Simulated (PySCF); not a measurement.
Si(NMe2)(SiH3) (C₂H₉NSi₂), SMILES CN(C)[Si][SiH3] (connectivity only; charge and spin as stated), neutral, multiplicity 1.

The structure is a stationary point at ωB97X-D3(BJ)/def2-SVP. Other conformers were not sampled.

These are ωB97X-D3(BJ)/def2-SVP (PySCF) values and carry that method's errors.

Frequencies are harmonic and unscaled.

```
mode  ν (cm⁻¹)  IR (km/mol)  Raman (Å⁴/amu)  depolarisation  moving atoms (share of kinetic energy)
----  --------  -----------  --------------  --------------  --------------------------------------
1           88          0.0             0.3            0.75                 H 49 %, C 25 %, Si 24 %
2          134          1.2             0.2            0.75                          H 88 %, C 10 %
3          149          0.0             0.0               –                         H 82 %, Si 11 %
4          172          0.8             2.2            0.60                 Si 48 %, C 24 %, H 23 %
5          229          0.7             0.1            0.75                                  H 88 %
6          311          0.8             9.7            0.30         C 36 %, Si 27 %, H 21 %, N 16 %
7          344          5.8             0.1            0.75                          N 54 %, H 38 %
8          404          4.7             3.3            0.40                 C 42 %, H 37 %, Si 18 %
9          425         29.3             9.9            0.75                         H 86 %, Si 13 %
10         437         17.3            18.4            0.27                         Si 66 %, H 25 %
11         533         47.5            13.2            0.56                         H 64 %, Si 29 %
12         692         13.7            17.0            0.19                 C 39 %, Si 36 %, H 17 %
13         889        268.6             6.8            0.72                         H 90 %, Si 10 %
14         951         50.7            29.7            0.75                                  H 97 %
15         962         32.5            37.2            0.75                                  H 97 %
16        1045         93.1            13.9            0.68                  H 42 %, C 33 %, N 22 %
17        1082          5.4             4.6            0.67                          H 71 %, C 25 %
18        1110          0.4             1.6            0.75                          H 80 %, C 20 %
19        1171          4.8             0.1            0.75                  H 68 %, C 20 %, N 13 %
20        1238         48.0             0.1            0.61                  N 56 %, C 27 %, H 17 %
21        1329         40.1            17.6            0.40                  N 44 %, H 33 %, C 21 %
22        1439          0.6            11.5            0.75                          H 84 %, C 16 %
23        1462          0.3            22.5            0.75                                  H 97 %
24        1468          8.3             3.4            0.66                          H 84 %, C 16 %
25        1475         14.7             3.6            0.75                                  H 97 %
26        1485         18.9             1.2            0.75                                  H 95 %
27        1506          6.6            37.6            0.66                                  H 94 %
28        2199         97.9           199.7            0.05                                  H 98 %
29        2205        117.4           100.4            0.75                                  H 96 %
30        2229        133.4           172.0            0.39                                  H 97 %
31        3033         41.4            83.0            0.14                                  H 97 %
32        3039         77.4           263.9            0.05                                  H 97 %
33        3108         47.9           194.8            0.75                          H 90 %, C 10 %
34        3113          1.6            19.3            0.75                          H 90 %, C 10 %
35        3170          6.9            40.2            0.75                           H 91 %, C 9 %
36        3200         10.1            25.8            0.67                           H 91 %, C 9 %
```
